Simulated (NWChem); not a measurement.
Program: NWChem. System: H2S2Sn, charge 0, spin multiplicity 1, at a geometry optimised with PBE/def2-SVP with def2 effective core potentials on Sn. The structure started from a generated list of species. Level: PBE0/def2-SVPD with def2 effective core potentials on Sn.

Part of the output:

```
             Northwest Computational Chemistry Package (NWChem) 7.3.0
             --------------------------------------------------------

                                NWChem Input Module
                                -------------------

 Scaling coordinates for geometry "geometry" by  1.889725989
 (inverse scale =  0.529177249)

 Turning off AUTOSYM since
 SYMMETRY directive was detected!

                             Geometry "geometry" -> ""
                             -------------------------

 Output coordinates in angstroms (scale by  1.889725989 to convert to a.u.)

  No.       Tag          Charge          X              Y              Z
 ---- ---------------- ---------- -------------- -------------- --------------
    1 Sn                  50.0000     0.00000000     0.00000000    -0.67467500
    2 S                   16.0000    -1.78309800     0.00000000     1.04764100
    3 H                    1.0000    -2.76839900     0.00000000     0.10461100
    4 S                   16.0000     1.78309800     0.00000000     1.04764100
    5 H                    1.0000     2.76839900     0.00000000     0.10461100

 Effective nuclear repulsion energy (a.u.)     414.0736471057

            Nuclear Dipole moment (a.u.)
            ----------------------------
        X                 Y               Z
 ---------------- ---------------- ----------------
    -0.0000000000     0.0000000000    -0.0000302356

      Symmetry information
      --------------------

 Group name             C2v
 Group number             16
 Group order               4
 No. of unique centers     3

      Symmetry unique atoms

     1    2    3


 Summary of "ao basis" -> "" (spherical)
 ------------------------------------------------------------------------------
       Tag                 Description            Shells   Functions and Types
 ---------------- ------------------------------  ------  ---------------------
 *                         def2-svpd                  on all atoms

                                 NWChem DFT Module
                                 -----------------

 Summary of "ao basis" -> "ao basis" (spherical)
 ------------------------------------------------------------------------------
       Tag                 Description            Shells   Functions and Types
 ---------------- ------------------------------  ------  ---------------------
 Sn                        def2-svpd                12       32   5s4p3d
[...]
 Vector   27  Occ=2.000000D+00  E=-2.683833D-01  Symmetry=a2
              MO Center= -2.4D-14, -3.0D-16,  9.6D-01, r^2= 4.8D+00
   Bfn.  Coefficient  Atom+Function         Bfn.  Coefficient  Atom+Function
  ----- ------------  ---------------      ----- ------------  ---------------
    45      0.438698  2 S  py                80     -0.438698  4 S  py
    42      0.319768  2 S  py                77     -0.319768  4 S  py
    39      0.181162  2 S  py                74     -0.181162  4 S  py
    48      0.081564  2 S  py                83     -0.081564  4 S  py
    18      0.055552  1 Sn d -2              23     -0.037827  1 Sn d -2

 Vector   28  Occ=2.000000D+00  E=-2.659049D-01  Symmetry=a1
              MO Center= -3.9D-16,  5.3D-14, -5.8D-02, r^2= 5.2D+00
   Bfn.  Coefficient  Atom+Function         Bfn.  Coefficient  Atom+Function
  ----- ------------  ---------------      ----- ------------  ---------------
     3      0.397144  1 Sn s                  4      0.331168  1 Sn s
    14     -0.331323  1 Sn pz                46      0.281324  2 S  pz
    81      0.281324  4 S  pz                43      0.201883  2 S  pz
    78      0.201883  4 S  pz                44     -0.197261  2 S  px
    79      0.197261  4 S  px                 2     -0.157170  1 Sn s

 Vector   29  Occ=0.000000D+00  E=-9.768605D-02  Symmetry=b2
              MO Center=  1.3D-14,  2.9D-13, -5.2D-01, r^2= 4.2D+00
   Bfn.  Coefficient  Atom+Function         Bfn.  Coefficient  Atom+Function
  ----- ------------  ---------------      ----- ------------  ---------------
    13      0.539750  1 Sn py                16      0.535080  1 Sn py
    45     -0.221109  2 S  py                80     -0.221109  4 S  py
    10     -0.168464  1 Sn py                 7     -0.157217  1 Sn py
    42     -0.149510  2 S  py                77     -0.149510  4 S  py
    29     -0.090985  1 Sn d -1              39     -0.081938  2 S  py

 Vector   30  Occ=0.000000D+00  E=-3.649169D-02  Symmetry=b1
              MO Center=  3.5D-14, -8.2D-16, -6.3D-01, r^2= 6.8D+00
   Bfn.  Coefficient  Atom+Function         Bfn.  Coefficient  Atom+Function
  ----- ------------  ---------------      ----- ------------  ---------------
    12      0.441714  1 Sn px                15      0.411445  1 Sn px
    37     -0.371308  2 S  s                 72      0.371308  4 S  s
    31      0.271456  1 Sn d  1              46     -0.201273  2 S  pz
    81      0.201273  4 S  pz                44      0.141636  2 S  px
    79      0.141636  4 S  px                43     -0.140140  2 S  pz

 Vector   31  Occ=0.000000D+00  E=-1.868951D-02  Symmetry=a1
              MO Center=  8.4D-14,  1.4D-16, -8.0D-01, r^2= 7.9D+00
   Bfn.  Coefficient  Atom+Function         Bfn.  Coefficient  Atom+Function
  ----- ------------  ---------------      ----- ------------  ---------------
     5      1.576519  1 Sn s                  4     -0.843448  1 Sn s
    37     -0.482904  2 S  s                 72     -0.482904  4 S  s
     3     -0.414695  1 Sn s                 14     -0.372635  1 Sn pz
    44      0.265927  2 S  px                79     -0.265927  4 S  px
    17     -0.209326  1 Sn pz                32      0.182796  1 Sn d  2

 center of mass
 --------------
 x =  -0.00000000 y =   0.00000000 z =  -0.12687176

 moments of inertia (a.u.)
 ------------------
         439.393025829395           0.000000000000           0.000000000000
           0.000000000000        1220.579297063872           0.000000000000
           0.000000000000           0.000000000000         781.186271234478

     Multipole analysis of the density
     ---------------------------------

     L   x y z        total         alpha         beta         nuclear
     -   - - -        -----         -----         ----         -------
     0   0 0 0     -0.000000    -28.000000    -28.000000     56.000000

     1   1 0 0     -0.000000     -0.000000     -0.000000     -0.000000
     1   0 1 0      0.000000      0.000000      0.000000      0.000000
     1   0 0 1     -1.291619    -18.495107    -18.495107     35.698594

     2   2 0 0    -37.702827   -227.883837   -227.883837    418.064847
     2   1 1 0      0.000000      0.000000      0.000000      0.000000
     2   1 0 1      0.000000      0.000000      0.000000     -0.000000
     2   0 2 0    -39.521583    -19.760791    -19.760791      0.000000
     2   0 1 1     -0.000000     -0.000000     -0.000000      0.000000
     2   0 0 2    -40.654347   -100.957592   -100.957592    161.260837

 Task  times  cpu:        3.2s     wall:        3.2s

 Total times  cpu:        3.3s     wall:        3.3s
```

Task: Write an NWChem input that would produce this output.

Result: One answer among several that fit: 
```
start mol
memory heap 200 mb stack 900 mb global 1100 mb
geometry units angstroms nocenter noautoz
  Sn     0.000000     0.000000    -0.674675
  S     -1.783098     0.000000     1.047641
  H     -2.768399     0.000000     0.104611
  S      1.783098     0.000000     1.047641
  H      2.768399     0.000000     0.104611
  symmetry group C2v
end
basis spherical
  * library def2-svpd
end
ecp
  Sn library def2-ecp
end
dft
  xc pbe0
  semidirect memsize 60000000 filesize 0
  iterations 100
end
task dft energy
```
